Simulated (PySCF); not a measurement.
Species: C2H2N2O3S2.
Numbering: `[O:1]=[S:2](=[O:3])([OH:4])[c:5]1[n:6][cH:7][s:8][n:9]1` (hydrogens: H10 on O4; H11 on C7)

Structure used (GFN2-xTB), in Å, numbered top down from 1:
```xyz
11
C2H2N2O3S2 angstrom
O      1.6942    1.7157    0.1289
S      1.5301    0.3446    0.4932
O      2.0899   -0.1541    1.6945
O      2.0446   -0.5608   -0.7180
C     -0.2182   -0.0115    0.4097
N     -0.7875   -0.0663   -0.8048
C     -2.0591   -0.2732   -0.6640
S     -2.5098   -0.3887    0.9980
N     -0.9678   -0.1549    1.4602
H      1.9363   -0.0850   -1.5443
H     -2.7473   -0.3632   -1.4794
```

Level of theory: wB97X-D/def2-SVPD in PySCF (dipole) on a GFN2-xTB geometry, gas phase.

Take the most abundant isotopes and a rigid rotor. The values belong to one conformer with, in the numbering `[O:1]=[S:2](=[O:3])([OH:4])[c:5]1[n:6][cH:7][s:8][n:9]1`, O1–S2–O4–H -28°, O1–S2–C5–N6 71°.

**Question.** Give the principal moments of inertia and the rotational constants in GHz.

**Answer.** Ia = 164.85, Ib = 605.94, Ic = 673.01 u·Å²; 505379 MHz·u·Å²/I gives 3066, 834.0 and 750.9 MHz, that is A = 3.0658, B = 0.8340, C = 0.7509 GHz.

**Question.** Classify the top.

**Answer.** A near-prolate asymmetric top; Ray's κ = -0.928.

**Question.** What does the inertial defect say?

**Answer.** Not planar: Δ = Ic − Ia − Ib = -97.77 u·Å². For a rigid frame Δ = −2 Σ m c², so Σ m c² = 48.88 u·Å² lies off the ab plane: 0.22 from hydrogen and 48.67 from heavier atoms. The atom farthest from that plane is 1.38 Å away.

**Question.** Give the other two planar moments, Paa and Pbb, and the rms extents of the mass along the axes.

**Answer.** Paa = Σ m a² = (Ib + Ic − Ia)/2 = 557.05 and Pbb = Σ m b² = (Ia + Ic − Ib)/2 = 115.96 u·Å². With the mass M = 165.95 u, the rms extents √(P/M) along a, b and c are 1.83, 0.84, 0.54 Å.

**Question.** Where do the levels up to J = 4 lie, in cm⁻¹?

**Answer.** Above 0(0,0):
J = 1: 1(0,1) 0.0529, 1(1,1) 0.1273, 1(1,0) 0.1301
J = 2: 2(0,2) 0.1585, 2(1,2) 0.2303, 2(1,1) 0.2386, 2(2,1) 0.4619, 2(2,0) 0.4620
J = 3: 3(0,3) 0.3168, 3(1,3) 0.3847, 3(1,2) 0.4013, 3(2,2) 0.6205, 3(2,1) 0.6209, 3(3,1) 0.9997, 3(3,0) 0.9997
J = 4: 4(0,4) 0.5276, 4(1,4) 0.5905, 4(1,3) 0.6182, 4(2,3) 0.8319, 4(2,2) 0.8331, 4(3,2) 1.2113, 4(3,1) 1.2113, 4(4,1) 1.7420, 4(4,0) 1.7420
The levels of one J sum to (2J + 1)J(J + 1)(A + B + C)/3.

**Question.** Which lines would a microwave search look for?

**Answer.** The dipole components are |μa| = 4.98 D, |μb| = 3.55 D, |μc| = 0.57 D. Intensities carry the squares of the components, which stand as 1.00 : 0.51 : 0.01 (a : b : c). Some lines, for components of 0.1 D or more:

```tsv
type	branch	J(Ka,Kc)	MHz	lower level (cm⁻¹)
a	R	1(0,1) ← 0(0,0)	1585	0.000
a	R	3(2,1) ← 2(2,0)	4764	0.462
c	R	2(1,1) ← 1(0,1)	5568	0.053
a	R	4(0,4) ← 3(0,3)	6317	0.317
c	Q	3(2,2) ← 3(1,2)	6572	0.401
b	Q	2(2,1) ← 2(1,2)	6945	0.230
b	Q	5(2,4) ← 5(1,5)	7452	0.848
a	R	5(4,2) ← 4(4,1)	7930	1.742
a	R	5(3,2) ← 4(3,1)	7933	1.211
b	R	4(1,4) ← 3(0,3)	8203	0.317
c	R	2(2,1) ← 1(1,1)	10031	0.127
c	R	4(2,2) ← 3(1,2)	12944	0.401
b	R	4(4,0) ← 3(3,1)	22253	1.000
b	R	5(5,1) ← 4(4,0)	28385	1.742
```

**Question.** Estimate the classical rotational partition function at 10 K, 50 K and 200 K.

**Answer.** Point group C1, symmetry number σ = 1; q = (√π/σ)·√((kT/h)³/(ABC)), k/h = 20836.6 MHz/K: 3850 at 10 K, 43000 at 50 K, 344000 at 200 K.

Stationary, but not proved a minimum. Zero-point vibration and centrifugal distortion are left out. Quadrupole hyperfine structure (14N) is left out.

On Arm Neoverse V1, one thread, no GPU (shared host), this took 50 s wall. This is the wB97X-D/def2-SVPD job that gave the dipole, with the excitations it also computed.
